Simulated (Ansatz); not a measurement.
Program: Ansatz. Geometries: PBE0-D4/def2-TZVP. ΔE: electronic, gas phase. CCSD(T)/CBS is the MP2 limit (def2-TZVPP, def2-QZVPP) plus CCSD(T) − MP2 in def2-TZVPP, frozen cores. This one scheme is used for every species, atoms too. Functionals use def2-TZVPP. Open shells (•) are unrestricted, without spin–orbit coupling. Spin–orbit coupling would lower the free atoms: a little for C, O; clearly for Ga. For Ga outer-core shells are correlated without core-valence functions, so the limit isn't a true one: a few kJ/mol of doubt a bond, and 10 to 20 or more in all where bonds break to atoms. Scalar relativity is left out up to krypton. One conformer a species, not always the lowest.

Consider the atomization: `CC[O][Ga]([O]CC)[O]CC` → 6 C• + Ga• + 15 H• + 3 O•.

CCSD(T)/CBS gives +9768.8 kJ/mol.

Question: Another level gave +9414.9 kJ/mol. Which?
A. PBE-D4/def2-TZVPP
B. revPBE-D4/def2-TZVPP
C. CCSD/def2-TZVPP
D. ωB97X-V/def2-TZVPP

Answer: C. CCSD/def2-TZVPP 9414.9, revPBE-D4 9699.2, PBE-D4 9942.9, ωB97X-V 9770.9 kJ/mol.

Largest T1 diagnostic among the species: 0.013.

Leaving LDA and LC-ωPBE aside and taking each functional with its dispersion term where it has one, the values, not all of them listed here, spread over 484.0 kJ/mol, from BHLYP-D4 to PBE-D4. LDA lies +1300.4 kJ/mol from PBE without D4, its usual overbinding. From PBE to PBE0 (25 % exact exchange), in def2-TZVPP and without D4, ΔE moves by −162.5 kJ/mol: exact exchange takes away binding that semilocal exchange gives to molecules.

For atomizations the MP2-based limit and the directly extrapolated one differ by several kJ/mol either way, and by 10 to 25 for some Ge, Se and Sn compounds, so smaller differences from it don't rank the levels.
